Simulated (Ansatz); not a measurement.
Mulliken charges of Br2HInS, SMILES `[SH][In]([Br])[Br]` from ωB97M-V/def2-TZVPP in Ansatz (PBE0-D4/def2-TZVP geometry).

```
atom   x (Å)   y (Å)   z (Å)  charge (e)
  S1  -1.061   1.571   0.208      -0.288
 In2   0.513  -0.166  -0.047       0.726
 Br3   2.910   0.306  -0.107      -0.286
 Br4  -0.219  -2.495  -0.259      -0.291
  H5  -2.093   0.710   0.164       0.139
```

Task: By hand: the dipole of these point charges (1 e Å = 4.8032 D).

Result: Σ q r = (-0.381, 0.164, 0.035) e Å, of length 0.416 e Å = 2.00 D.

Task: How does the dipole of the full density compare? (An estimate is asked.)

Result: Computed: (-0.259, 0.095, 0.022) e Å, 1.33 D; the point charges give 1.50 times that, at 3° from its direction.

Point charges leave out the atoms' own dipoles, such as those of lone pairs, and Mulliken's split depends on the basis, so the two needn't agree.
